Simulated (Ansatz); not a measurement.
Compare A (`CSC1[SiH2][SiH2]1`) with its isomer B (`SC1[SiH2]C[SiH2]1`).

Computed with Ansatz on PBE0-D4/def2-TZVP structures; ΔE is electronic, products minus reactants. CBS: MP2 limit from def2 TZ/QZ plus the TZ coupled-cluster correction, frozen cores. DFT in def2-TZVPP. B3LYP here is the variant with VWN-RPA as its local correlation; programs differ in this. Each species was taken in one conformer, which may not be the lowest.

A:

```xyz
13

C    -2.229    0.401    0.232
S    -1.027   -0.795    0.829
C     0.505    0.088    0.636
Si    1.026    0.356   -1.182
Si    1.935   -1.116    0.245
H    -2.238    1.294    0.858
H    -3.208   -0.078    0.282
H    -2.022    0.678   -0.804
H     0.682    0.870    1.374
H    -0.004    0.018   -2.189
H     1.750    1.615   -1.486
H     3.223   -0.775    0.894
H     1.606   -2.556    0.310
```

B:

Z-matrix (Å, degrees):
```
Si
C 1 1.904
Si 1 2.601 2 46.8
C 1 1.890 2 90.9 3 -16.5
H 1 1.488 2 115.2 3 -136.9
H 1 1.486 2 111.0 3 97.9
S 2 1.794 1 117.2 3 -124.5
H 2 1.096 1 107.5 3 109.9
H 3 1.489 1 140.7 2 -77.3
H 3 1.485 1 109.8 2 100.6
H 4 1.093 1 111.9 2 -96.0
H 4 1.089 1 117.7 2 136.7
H 7 1.345 2 98.7 1 165.2
```

**Question.** Which isomer does CCSD(T)/CBS put lower? Give the gap. (An estimate is asked.)

**Answer.** Computed: B, by 28.6 kcal/mol.

**Question.** Give E(B) − E(A) in kcal/mol with HF/def2-TZVPP, r2SCAN-D4, PBE-D4, MP2/def2-TZVPP, B3LYP, PBE0-D4, ωB97M-V. (An estimate is asked.)

**Answer.** The calculation gave: HF/def2-TZVPP -32.4, r2SCAN-D4 -26.6, PBE-D4 -24.1, MP2/def2-TZVPP -29.8, B3LYP -27.1, PBE0-D4 -26.8, ωB97M-V -29.9. None reverses the order clearly.

Largest T1 diagnostic: 0.013.

From PBE to PBE0 (25 % exact exchange), in def2-TZVPP and without D4, E(B) − E(A) moves by −2.7 kcal/mol. In def2-TZVPP, CCSD(T) changes the Hartree–Fock value by +3.6 kcal/mol (the triples alone add +1.1 kcal/mol) and MP2 by +2.6 kcal/mol.
